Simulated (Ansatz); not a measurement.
One change: `CC(C)NC(C)(C)C` becomes `CC(C)(C)NN`.

Ansatz, PBE0-D4/def2-TZVP geometries, multiplicity 1. Each molecule was computed in one conformer, which needn't be the lowest.

```
                                           property  `CC(C)NC(C)(C)C`
                HOMO–LUMO gap (PBE/def2-TZVPP) / eV              4.88
vertical ionisation energy (CCSD(T)/CBS(def2)) / eV              8.28
                 LUMO energy (PBE0/def2-TZVPP) / eV              0.96
              HOMO–LUMO gap (B3LYP/def2-TZVPP) / eV              6.51
 size of the dipole moment (ωB97M-V/def2-TZVPP) / D              0.66
            HOMO–LUMO gap (ωB97M-V/def2-TZVPP) / eV             10.83
```

**Question.** What does the change do to each property? (Estimate.)

**Answer.** Computed: 
```csv
property,`CC(C)(C)NN`,shift
HOMO–LUMO gap (PBE/def2-TZVPP) / eV,5.19,0.31
vertical ionisation energy (CCSD(T)/CBS(def2)) / eV,9.07,0.79
LUMO energy (PBE0/def2-TZVPP) / eV,0.86,-0.10
HOMO–LUMO gap (B3LYP/def2-TZVPP) / eV,6.90,0.39
size of the dipole moment (ωB97M-V/def2-TZVPP) / D,1.62,0.96
HOMO–LUMO gap (ωB97M-V/def2-TZVPP) / eV,11.27,0.44
```

With PBE0 the HOMO falls by 0.51 eV and the LUMO falls by 0.10 eV, so the gap widens by about 0.41 eV. PBE moves the HOMO by -0.43 eV and ωB97M-V by -0.55 eV. Dipoles are sizes alone; their direction can turn.

B3LYP here is the variant with VWN-RPA as its local correlation; programs differ in this.
